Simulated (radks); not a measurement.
Spherical quantum dot in the effective-mass picture: electrons in a well V = -V0 / (1 + exp((r - R)/a)) with V0 = 60.2, R = 1.41, a = 0.075, with a point charge +2 (a donor) at the centre, all in effective atomic units (hartree* = m*/eps^2 hartree, bohr* = eps/m* bohr), one dielectric constant everywhere. Method: non-relativistic Kohn-Sham, LDA (Slater exchange, Perdew-Wang correlation), spin-polarised, spherical densities; computed with a radial shooting solver with Libxc functionals. Levels are named by radial order and angular momentum (1s, 1p, 1d, 2s, ...), and open shells are averaged over m. Results are scaled to m* = 0.155 and eps = 15.4, for which hartree* = 17.78 meV and bohr* = 5.258 nm.

N = 39, configuration 1s2 1p6 1d10 2s2 1f14 2p(up 2, down 0) 1g(up 3, down 0). This is the lowest configuration that the search found. Occupied and some empty levels:

| level | occupation | eigenvalue (meV) | <r> (nm) |
|---|---|---|---|
| 1s up | 1 | -416.23 | 4.370 |
| 1s down | 1 | -413.93 | 4.389 |
| 1p up | 3 | -383.52 | 4.975 |
| 1p down | 3 | -381.54 | 4.980 |
| 1d up | 5 | -338.63 | 5.279 |
| 1d down | 5 | -336.75 | 5.280 |
| 2s up | 1 | -308.32 | 3.396 |
| 2s down | 1 | -305.31 | 3.377 |
| 1f up | 7 | -281.12 | 5.506 |
| 1f down | 7 | -279.27 | 5.506 |
| 1g up | 3 | -212.03 | 5.694 |
| 2p up | 2 | -211.28 | 4.091 |
| 1g down | 0 | -210.17 | 5.693 |
| 2p down | 0 | -208.19 | 4.098 |
| 1h up | 0 | -132.22 | 5.856 |
| 1h down | 0 | -130.34 | 5.856 |
| 3s up | 0 | -120.98 | 3.963 |
| 2d up | 0 | -120.24 | 4.555 |
| 3s down | 0 | -118.91 | 3.965 |
| 2d down | 0 | -117.64 | 4.564 |

Energy (meV): total -24300.2, kinetic 5656.8, external -41571, Hartree 12478, exchange-correlation -863.92.
